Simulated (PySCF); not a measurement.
(Z)-2-chloro-3-fluorobut-2-ene (C4H6ClF), SMILES C/C(F)=C(\C)Cl.

Geometry: PBE-D3(BJ)/def2-SVP.

Computed with PBE/def2-TZVP in PySCF.

Isolated molecule, no solvent.

```yaml
total_energy: -715.68538 hartree
point_group: Cs
highest_occupied_level: -5.60 eV
lowest_empty_level: -0.74 eV
orbital_gap: 4.86 eV
dipole_moment: 2.82 D
quadrupole, principal values (traceless, Buckingham form, about the centre of nuclear charge): -1.51, -0.92, 2.43 D·Å
mean_static_polarisability: 65.5 bohr³ (9.70 Å³)
polarisability_principal_values: 45.5, 64.6, 86.2 bohr³
```
